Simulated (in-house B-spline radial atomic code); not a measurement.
A radial electron density 4πr²n(r) was computed for an atom or ion in its tabulated ground configuration with an all-electron radial atomic-structure program (B-spline basis); method: non-relativistic B97-1, spin-polarised, spherical fractional occupations, exact exchange averaged over the configuration. Columns: r (bohr), 4πr²n(r) (electrons per bohr), bar.

```
 0.00165    2.134 #
   0.002    3.034 ##
 0.00242     4.27 ###
 0.00294    6.001 ####
 0.00357    8.341 #####
 0.00433    11.42 #######
 0.00526    15.45 #########
 0.00638    20.47 ############
 0.00774    26.53 ################
 0.00939    33.47 ####################
  0.0114    40.93 ########################
  0.0138    48.07 ############################
  0.0168    54.19 ################################
  0.0203    57.88 ##################################
  0.0247    58.66 ###################################
  0.0299    56.59 #################################
  0.0363    53.11 ###############################
  0.0441    50.95 ##############################
  0.0535    52.92 ###############################
  0.0649    59.84 ###################################
  0.0788    69.04 #########################################
  0.0956    74.75 ############################################
   0.116    72.18 ##########################################
   0.141    62.17 #####################################
   0.171     52.7 ###############################
   0.207    51.45 ##############################
   0.251    57.37 ##################################
   0.305    60.16 ###################################
    0.37    51.06 ##############################
   0.449    33.71 ####################
   0.545    19.96 ############
   0.661    15.98 #########
   0.802    16.86 ##########
   0.973    15.36 #########
    1.18    10.25 ######
    1.43    4.862 ###
    1.74    1.577 #
    2.11   0.3549 
    2.56  0.05235 
     3.1 0.004734 
    3.77 0.0002085
```

(1) Which atom or ion is it?
A. Cd7+
B. Ag7+
C. Sn8+
D. Ag8+

## Answers

(1) B. The area under the curve, ∫4πr²n dr = ∫r·4πr²n d(ln r) on this logarithmic grid, is 40 electrons, which only this option has. The configuration is [Kr] 4d4.
